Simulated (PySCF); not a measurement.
H4Si2 (SMILES [SiH][SiH3]), singlet, geometry from GFN2-xTB. Base run: DF-CAMB3LYP/def2-TZVP (PySCF).

The PySCF input:
```python
from pyscf import gto, scf, dft

mol = gto.M(
    atom='''
Si   -0.288906    0.946481    0.771451
H     0.382608    2.122327    0.129654
Si    0.207329   -0.807678   -0.597427
H     0.996315   -0.861303   -1.840963
H    -1.091687   -1.388386   -0.989240
H     0.854851   -1.815878    0.264216
''',
    basis='def2-tzvp',
    charge=0,
    spin=0,
    verbose=4,
)

mf = dft.RKS(mol)
mf.xc = 'camb3lyp'
mf = mf.density_fit(auxbasis='def2-universal-jkfit')
mf.kernel()
```

Each row names what was changed in the base input (with any setting that the change needs).

| change | ΔE vs base (mEh) | SCF cycles |
|---|---|---|
| base | 0.000 | 9 |
| conv_tol = 1e-7 | 0.000 | 7 |
| diis_space = 4 | 0.000 | 9 |
| level_shift = 0.3 (with mf.max_cycle = 100) | 0.000 | 14 |
| conv_tol = 1e-12 | 0.000 | 11 |
| init_guess = mod_huckel | 0.000 | 9 |
| conv_tol_grad = 1e-7 | 0.000 | 12 |
| level_shift = 0.1 (with mf.max_cycle = 100) | 0.000 | 10 |
| DIIS = ADIIS | 0.000 | 14 |
| diis = off (with mf.max_cycle = 100) | 0.000 | 17 |
| conv_tol = 1e-6 | 0.000 | 6 |
| init_guess = huckel | 0.000 | 9 |
| damp = 0.5; diis_start_cycle = 5 | 0.000 | 10 |
